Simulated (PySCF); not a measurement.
# Basis-set dependence of population analyses: `CC(C)N[SiH2][SiH3]`

C3H13NSi2.
SMILES with atom numbers: `[CH3:1][CH:2]([CH3:3])[NH:4][SiH2:5][SiH3:6]` (hydrogens: H7, H8, H9 on C1; H10 on C2; H11, H12, H13 on C3; H14 on N4; H15, H16 on Si5; H17, H18, H19 on Si6)

PBE0 throughout (PySCF), one geometry, spherical d and f functions. The structure is a single PBE0-D3(BJ)/def2-SVP conformer in the gas phase; no vibrational or solvent corrections. Atoms taken as equivalent share a column and are averaged. The first 7 of 10 kinds of atom are listed.

Mulliken charges (e):

| basis | functions | C1/C3 | C2 | N4 | Si5 | Si6 | H7 (×6) | H10 |
| --- | --- | --- | --- | --- | --- | --- | --- | --- |
| STO-3G | 51 | -0.234 | +0.025 | -0.500 | +0.539 | +0.336 | +0.075 | +0.073 |
| 6-31G | 88 | -0.466 | -0.006 | -0.879 | +0.638 | +0.204 | +0.163 | +0.174 |
| pcSseg-0 | 88 | -0.568 | -0.232 | -0.973 | +0.566 | +0.020 | +0.225 | +0.253 |
| 6-31G* | 118 | -0.515 | -0.002 | -0.721 | +0.441 | +0.078 | +0.173 | +0.172 |
| def2-SVP | 157 | -0.034 | -0.048 | -0.441 | +0.356 | +0.121 | +0.039 | +0.038 |
| cc-pVDZ | 157 | -0.031 | -0.080 | -0.322 | +0.262 | +0.057 | +0.039 | +0.035 |
| 6-311+G(2d,p) | 256 | -0.512 | -0.014 | -0.532 | +0.522 | +0.103 | +0.149 | +0.110 |
| aug-cc-pVDZ | 263 | +0.780 | -0.088 | -0.240 | -0.364 | -1.159 | -0.131 | -0.429 |
| def2-TZVP | 276 | -0.357 | +0.034 | -0.416 | +0.210 | +0.003 | +0.118 | +0.083 |

IAO charges (e):

```tsv
basis	functions	C1/C3	C2	N4	Si5	Si6	H7 (×6)	H10
STO-3G	51	-0.398	-0.049	-0.547	+0.564	+0.375	+0.130	+0.125
6-31G	88	-0.436	+0.011	-0.630	+0.479	+0.146	+0.142	+0.135
pcSseg-0	88	-0.427	-0.003	-0.619	+0.472	+0.096	+0.141	+0.136
6-31G*	118	-0.418	+0.023	-0.658	+0.580	+0.244	+0.136	+0.128
def2-SVP	157	-0.407	+0.024	-0.651	+0.584	+0.253	+0.132	+0.125
cc-pVDZ	157	-0.418	+0.025	-0.655	+0.574	+0.243	+0.135	+0.128
6-311+G(2d,p)	256	-0.430	+0.020	-0.680	+0.603	+0.267	+0.140	+0.132
aug-cc-pVDZ	263	-0.429	+0.023	-0.670	+0.577	+0.245	+0.139	+0.131
def2-TZVP	276	-0.430	+0.022	-0.681	+0.612	+0.270	+0.140	+0.131
```

Some averages cover members that differ in this geometry, most widely: H7 (×6), Mulliken in aug-cc-pVDZ -0.182 to -0.094; C1/C3, Mulliken in aug-cc-pVDZ +0.756 to +0.804; H7 (×6), Mulliken in def2-TZVP +0.103 to +0.133; H7 (×6), Mulliken in 6-31G +0.152 to +0.180 e.

**Question.** Which scheme is steadiest as the basis changes?

**Answer.** Largest range over the bases for any column: IAO 0.28 e, Mulliken 1.50 e. IAO charges move least and Mulliken charges most, counted in e. Without the minimal STO-3G basis the ranges are IAO 0.17, Mulliken 1.36 e.

**Question.** How much do the charges still move between the two largest bases, aug-cc-pVDZ and def2-TZVP?

**Answer.** At most, over all atoms: Mulliken 1.162 e, IAO 0.035 e.

**Question.** What do the same runs give for the total energy, the frontier levels and the dipole moment?

**Answer.** 
```
        basis  energy (Eh)  HOMO (eV)  LUMO (eV)  μ (D)
       STO-3G    -746.6188      -3.18       6.33   0.58
        6-31G    -755.2808      -6.33       0.57   1.18
     pcSseg-0    -754.3285      -6.52       0.33   1.25
       6-31G*    -755.3853      -6.53       0.39   1.34
     def2-SVP    -755.1209      -6.67       0.33   1.36
      cc-pVDZ    -755.4295      -6.60       0.37   1.32
6-311+G(2d,p)    -755.4995      -6.78      -0.13   1.33
  aug-cc-pVDZ    -755.4442      -6.73      -0.23   1.30
    def2-TZVP    -755.5136      -6.78       0.02   1.35
```

The dipole is fixed by the density alone, so its range of 0.78 D shows that the density itself changes with the basis, not only its division among atoms.
